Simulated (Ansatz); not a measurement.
**Molecular dynamics of H8N3O2Ta**

input.yaml

```yaml
crystal:
  periodic: [false, false, false]
  atoms:
    - { symbol: Ta, position_ang: [-0.099478, 0.008639, -0.067371] }
    - { symbol: "N", position_ang: [1.906831, -0.018701, 0.050397] }
    - { symbol: H, position_ang: [2.42427, 0.177508, 0.880825] }
    - { symbol: H, position_ang: [2.51618, -0.182118, -0.721456] }
    - { symbol: O, position_ang: [-0.140741, -0.103798, 1.888595] }
    - { symbol: H, position_ang: [0.367625, -0.580522, 2.522052] }
    - { symbol: "N", position_ang: [0.072305, 0.040835, -2.081073] }
    - { symbol: H, position_ang: [-0.452115, -0.576106, -2.668463] }
    - { symbol: H, position_ang: [0.709009, 0.575899, -2.635452] }
    - { symbol: "N", position_ang: [-1.029791, 1.760519, 0.078019] }
    - { symbol: H, position_ang: [-1.208049, 2.208863, 0.952317] }
    - { symbol: H, position_ang: [-1.344654, 2.309301, -0.692352] }
    - { symbol: O, position_ang: [-1.174669, -1.582607, -0.296613] }
    - { symbol: H, position_ang: [-1.697723, -1.940211, 0.403675] }
basis:
  gaussian: { orbitals: def2-mTZVP }
hamiltonian:
  xc: hf
md:
  timestep: 1.0
  n_steps: 300
  ensemble: nve
  temperature: 700.0
  initial_velocities: maxwell_boltzmann
  seed: 509274
```

Run as:

```bash
$ ansatz run input.yaml --threads 4 --pin off --max-ram 5120MiB --backend cpu --events-out ev --progress --plain --runs-dir out
```

It starts from a relaxed structure.

Output, in part (step lines, the closing report, with atoms numbered from 0):

```
md step     0: t =     0.00 fs  T =   700.0 K  F+E_penalty+E_count = -10187.72232376 eV  E_kin = 1.085784 eV  conserved = -10186.63653977 eV  (39 SCF iters)
md step     1: t =     1.00 fs  T =   587.9 K  F+E_penalty+E_count = -10187.52056288 eV  E_kin = 0.911954 eV  conserved = -10186.60860900 eV  (39 SCF iters)
md step     2: t =     2.00 fs  T =   474.8 K  F+E_penalty+E_count = -10187.31713296 eV  E_kin = 0.736479 eV  conserved = -10186.58065387 eV  (39 SCF iters)
md step     3: t =     3.00 fs  T =   550.7 K  F+E_penalty+E_count = -10187.46916617 eV  E_kin = 0.854139 eV  conserved = -10186.61502744 eV  (39 SCF iters)
md step     4: t =     4.00 fs  T =   592.0 K  F+E_penalty+E_count = -10187.54497622 eV  E_kin = 0.918255 eV  conserved = -10186.62672093 eV  (40 SCF iters)
md step     5: t =     5.00 fs  T =   472.3 K  F+E_penalty+E_count = -10187.34041841 eV  E_kin = 0.732557 eV  conserved = -10186.60786127 eV  (39 SCF iters)
md step     6: t =     6.00 fs  T =   348.1 K  F+E_penalty+E_count = -10187.12773976 eV  E_kin = 0.540012 eV  conserved = -10186.58772794 eV  (39 SCF iters)
md step     7: t =     7.00 fs  T =   383.9 K  F+E_penalty+E_count = -10187.19469612 eV  E_kin = 0.595472 eV  conserved = -10186.59922460 eV  (40 SCF iters)
[... lines left out ...]
md step   297: t =   297.00 fs  T =   370.4 K  F+E_penalty+E_count = -10187.17956984 eV  E_kin = 0.574474 eV  conserved = -10186.60509538 eV  (40 SCF iters)
md step   298: t =   298.00 fs  T =   394.3 K  F+E_penalty+E_count = -10187.22217661 eV  E_kin = 0.611593 eV  conserved = -10186.61058372 eV  (40 SCF iters)
md step   299: t =   299.00 fs  T =   406.4 K  F+E_penalty+E_count = -10187.24257896 eV  E_kin = 0.630400 eV  conserved = -10186.61217918 eV  (40 SCF iters)
md step   300: t =   300.00 fs  T =   380.1 K  F+E_penalty+E_count = -10187.20353712 eV  E_kin = 0.589592 eV  conserved = -10186.61394471 eV  (64 SCF iters)
Total energy: -10187.20353712 eV, -374.3728248545 hartree
Atom 0 at    -0.093302     0.015516    -0.062616 Å, force    -0.278098     0.971236    -0.977101 eV/Å
Atom 1 at     1.872899    -0.035568     0.193481 Å, force    -0.459517    -0.082998    -4.408285 eV/Å
Atom 2 at     2.516304    -0.013422     0.891340 Å, force     1.186133     0.021831     2.734630 eV/Å
Atom 3 at     2.421701    -0.062108    -0.670806 Å, force    -0.662181     0.057512     0.648133 eV/Å
Atom 4 at    -0.114990    -0.274903     1.825542 Å, force    -1.162248     0.170811     1.854938 eV/Å
Atom 5 at    -0.744458    -0.390732     2.541303 Å, force     0.650013     0.147793    -0.839507 eV/Å
Atom 6 at    -0.164625     0.040070    -2.126614 Å, force     1.032688     2.159587     0.836770 eV/Å
Atom 7 at    -0.448165    -0.713630    -2.665291 Å, force    -0.552068    -1.388918    -0.820585 eV/Å
Atom 8 at     0.086382     0.811013    -2.755762 Å, force    -0.275160    -0.790153     0.862959 eV/Å
Atom 9 at    -0.892619     1.926763    -0.027624 Å, force     0.811133    -1.660925     0.801545 eV/Å
Atom 10 at    -0.865117     2.496061     0.790344 Å, force    -0.002166     0.048832     0.111576 eV/Å
Atom 11 at    -1.332824     2.407474    -0.763794 Å, force    -0.318825     0.178986    -0.640560 eV/Å
Atom 12 at    -1.099206    -1.639825    -0.265535 Å, force     0.158581     1.369254    -1.582554 eV/Å
Atom 13 at    -1.176748    -2.217777     0.440292 Å, force    -0.128285    -1.202847     1.418041 eV/Å
Dipole moment:     0.063066     0.164266     0.166268 e Å
```

The steps, from the saved trajectory:

```
time (fs)  T (K)  potential energy less start (eV)  conserved less start (meV/atom)
        0    700                             0.000                             0.00
       10    277                             0.703                             3.34
       20    324                             0.617                             2.42
       30    366                             0.537                             1.32
       40    266                             0.708                             2.49
       50    366                             0.543                             1.79
       60    386                             0.514                             1.86
       70    386                             0.513                             1.88
       80    254                             0.732                             2.90
       90    459                             0.390                             1.15
      100    262                             0.718                             2.78
      110    426                             0.443                             1.26
      120    244                             0.738                             2.19
      130    340                             0.594                             2.53
      140    321                             0.615                             1.89
      150    392                             0.509                             2.21
      160    340                             0.592                             2.36
      170    429                             0.443                             1.60
      180    387                             0.508                             1.58
      190    187                             0.840                             3.14
      200    453                             0.405                             1.51
      210    340                             0.588                             2.05
      220    366                             0.553                             2.51
      230    416                             0.452                             0.80
      240    318                             0.629                             2.64
      250    347                             0.576                             2.00
      260    370                             0.544                             2.28
      270    391                             0.500                             1.51
      280    120                             0.948                             3.41
      290    440                             0.416                             0.87
      300    380                             0.519                             1.61
```

The run went to its last step. The conserved energy stayed within 4 meV per atom of its start (net change 1.6 meV per atom), so there is no drift, though single steps change it by up to 35 meV in the whole system, a sign of fast motions only just resolved. Over the second half the temperature averaged 0.50 of the 700 K drawn at the start: a run that starts near a minimum puts about half its kinetic energy into the potential. A run of 0.3 ps of so small a system gives no equilibrium averages.

The same pairs are bonded in the first frame and the last. Pairs count as bonded within 1.25 times the sum of covalent radii (0.12 Å more for H–H).

Last frame:

```xyz
14
Properties=species:S:1:pos:R:3
Ta -0.093 0.015 -0.063
N 1.873 -0.036 0.194
H 2.516 -0.013 0.891
H 2.422 -0.062 -0.671
O -0.115 -0.275 1.825
H -0.745 -0.391 2.541
N -0.165 0.040 -2.127
H -0.448 -0.714 -2.665
H 0.086 0.811 -2.756
N -0.893 1.927 -0.028
H -0.865 2.496 0.790
H -1.333 2.408 -0.764
O -1.099 -1.640 -0.266
H -1.177 -2.218 0.440
```

Time of the run: 11 min on 4 threads of Arm Neoverse V2, on a shared host, peak memory 0.51 GiB.
